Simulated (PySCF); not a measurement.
CF3CH2CN, C₃H₂F₃N.
Bonds: N1–C2 (triple), C2–C3, C3–C4, C4–F5, C4–F6, C4–F7. Hydrogens: H8, H9 on C3.

Method used: PBE0-D3(BJ)/def2-SVP geometry optimisation, gas phase in PySCF 2.14.0.

Task: Give the optimised bond lengths and angles.

Result: 
```csv
bond,length (bohr)
N1≡C2,2.184
C2–C3,2.748
C3–C4,2.871
"C4–F5, C4–F6, C4–F7",2.515
"C3–H8, C3–H9",2.079
```

Bonds in one row agree within 0.02 bohr and their mean is given. A selection of angles:
```csv
angle,degrees
N1–C2–C3,179.3
C2–C3–C4,113.3
C2–C3–H8,109.7
C4–C3–H8,108.0
H8–C3–H9,107.8
C3–C4–F5,111.4
C3–C4–F6,109.3
F5–C4–F6,108.1
```

Dihedral angles: C2–C3–C4–F5 60° (synclinal).

The 2 C–C bonds span 1.454 Å (C2–C3, drawn single) to 1.519 Å (C3–C4, drawn single), a spread of 0.065 Å.

Point group: Cs (tolerance 0.08 Å). Whether it is a minimum is left open (no frequencies).

Time: 37 s wall. Hardware: an Arm Neoverse V1 with one thread, on a shared host. These figures are those of the optimisation.
